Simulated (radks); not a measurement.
Problem. Coherent X-ray form factor from a spherical all-electron density. All-electron calculation, scalar-relativistic Kohn-Sham, B86b exchange with PBE correlation, spin-polarised, spherical densities, point nucleus. Program: a radial shooting solver on a logarithmic mesh with Libxc functionals.

sin(theta)/lambda (1/angstrom),f0 (electrons)
0.05,76.235
0.1,74.087
0.15,70.928
0.2,67.206
0.25,63.305
0.3,59.491
0.4,52.618
0.5,46.903
0.6,42.149
0.8,34.521
1,28.492
1.25,22.777
1.5,18.907
2,14.703

The species is in the configuration that NIST lists as its ground one. Which atom or ion scatters so?

Solution. The gold ion Au2+, [Xe] 4f14 5d9. Extrapolating in s^2 from the first two rows gives f0(0) = 77.0, near the electron count 77; among species with that count, the fall with angle is slower the higher Z, and the table is that of Z = 79; from so few rows the species is fixed only to a neighbour or two.
